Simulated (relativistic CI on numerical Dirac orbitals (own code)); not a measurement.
Rh⁶⁺: resonant inelastic scattering at the L2,3 edge

Computed with this model: Dirac-Coulomb-Breit CI, KLI orbitals optimised for each configuration, model QED (radiative potential, 1s self-energy scaled to tabulated hydrogen-like ionisation energies), valence Slater integrals scaled by 0.8, Kramers-Heisenberg scattering through one core-hole configuration in a parametric crystal field; configurations [Kr] 4d3 → [He] 2s2 2p5 3s2 3p6 3d10 4s2 4p6 4d4; 80 K; core-hole width 0.96 eV; summed over polarisations. Incident energies are the highest absorption maxima for each field (at most a few, so the weaker spin-orbit partner edge can be absent), on the computed scale of the free ion. Intensities are in per cent of the strongest line above 0.02 eV; levels within 1 cm⁻¹ are merged; final levels count from the ground level, the first row holds all elastic scattering, lines under 0.4 are left out and each table stops after 24 rows. The scale of the Slater integrals is a model choice and moves the terms in proportion.

Field parameters in Wybourne normalisation: Oh B⁴₀ = 21Dq, B⁴₄ = √(5/14) B⁴₀; Td as Oh with Dq negative (B⁴₀ = 21Dq, B⁴₄ = √(5/14) B⁴₀). The field is a parameter set, without covalency, and values of 10Dq over about 45,000 cm⁻¹ lie beyond real compounds.

S is read from ⟨S²⟩ = S(S + 1).

Oh, 10Dq = 59700 cm⁻¹:

```csv
Final level (eV),Degeneracy,Irrep,S,3014.6 eV,3019.9 eV,3021.4 eV
0.000,4,Γ8,1.50,383.0,351.2,248.6
2.174,4,Γ8,0.50,14.3,0.7,2.6
2.222,4,Γ8,0.50,6.9,1.6,1.6
2.280,2,Γ6,0.50,6.7,1.0,0.5
3.602,4,Γ8,0.51,13.6,0.9,0.5
3.611,2,Γ7,0.50,12.9,0.6,0.3
7.329,2,Γ7,1.50,0.9,40.8,1.6
7.382,4,Γ8,1.50,1.7,100.0,15.5
7.461,4,Γ8,1.49,1.7,68.9,6.6
7.483,2,Γ6,1.50,0.6,32.8,6.3
```

Td, 10Dq = -13400 cm⁻¹:

| Final level (eV) | Degeneracy | Irrep | S | 3018.2 eV | 3158.5 eV |
| --- | --- | --- | --- | --- | --- |
| 0.000 | 4 | Γ8 | 1.40 | 2307.1 | 177.1 |
| 0.157 | 2 | Γ7 | 1.50 | 74.6 | 26.5 |
| 0.369 | 4 | Γ8 | 1.48 | 20.9 | 43.5 |
| 0.541 | 2 | Γ6 | 1.49 | 33.4 | 13.8 |
| 0.827 | 4 | Γ8 | 0.70 | 100.0 | 31.4 |
| 1.606 | 4 | Γ8 | 1.36 | 31.9 | 59.4 |
| 1.649 | 2 | Γ7 | 1.39 | 10.9 | 18.9 |
| 1.779 | 2 | Γ6 | 1.30 | 9.4 | 4.5 |
| 1.868 | 4 | Γ8 | 1.40 | 16.1 | 14.1 |
| 2.163 | 2 | Γ6 | 0.82 | 11.3 | 4.4 |
| 2.202 | 4 | Γ8 | 0.70 | 32.6 | 4.5 |
| 2.237 | 2 | Γ7 | 0.70 | 3.4 | 0.7 |
| 2.457 | 4 | Γ8 | 0.76 | 11.9 | 4.3 |
| 2.586 | 2 | Γ6 | 0.73 | 19.9 | 3.1 |
| 2.671 | 4 | Γ8 | 0.85 | 33.8 | 12.9 |
| 3.185 | 2 | Γ6 | 1.36 | 9.2 | 8.0 |
| 3.294 | 2 | Γ7 | 1.43 | 7.1 | 4.2 |
| 3.308 | 4 | Γ8 | 1.41 | 9.8 | 20.4 |
| 3.373 | 4 | Γ8 | 1.29 | 10.6 | 11.2 |
| 3.433 | 4 | Γ8 | 1.31 | 4.5 | 5.6 |
| 3.594 | 2 | Γ6 | 0.51 | 9.5 | 0.3 |
| 3.789 | 2 | Γ7 | 0.61 | 5.1 | 0.2 |
| 3.802 | 4 | Γ8 | 0.79 | 13.9 | 0.9 |
| 3.958 | 2 | Γ6 | 0.52 | 3.2 | 0.4 |

Oh, 10Dq = 60100 cm⁻¹:

| Final level (eV) | Degeneracy | Irrep | S | 3014.6 eV | 3019.9 eV | 3021.4 eV |
| --- | --- | --- | --- | --- | --- | --- |
| 0.000 | 4 | Γ8 | 1.50 | 388.2 | 354.7 | 249.4 |
| 2.174 | 4 | Γ8 | 0.50 | 14.7 | 0.6 | 2.4 |
| 2.222 | 4 | Γ8 | 0.50 | 7.2 | 1.6 | 1.5 |
| 2.280 | 2 | Γ6 | 0.50 | 7.0 | 1.0 | 0.5 |
| 3.604 | 4 | Γ8 | 0.51 | 14.2 | 0.9 | 0.5 |
| 3.613 | 2 | Γ7 | 0.50 | 13.5 | 0.6 | 0.3 |
| 7.378 | 2 | Γ7 | 1.50 | 1.0 | 41.4 | 1.9 |
| 7.431 | 4 | Γ8 | 1.50 | 1.8 | 100.0 | 16.2 |
| 7.510 | 4 | Γ8 | 1.49 | 1.7 | 69.2 | 7.0 |
| 7.532 | 2 | Γ6 | 1.50 | 0.7 | 33.0 | 6.4 |

For the first field the strongest loss at the lowest incident energy is the level at 2.17 eV (S = 0.50, against 1.50 in the thermal ground state). Levels of other spin, the first over 8 % at 2.17 eV, appear because spin-orbit coupling of the core hole, and in heavier ions of the valence shell too, mixes spins.
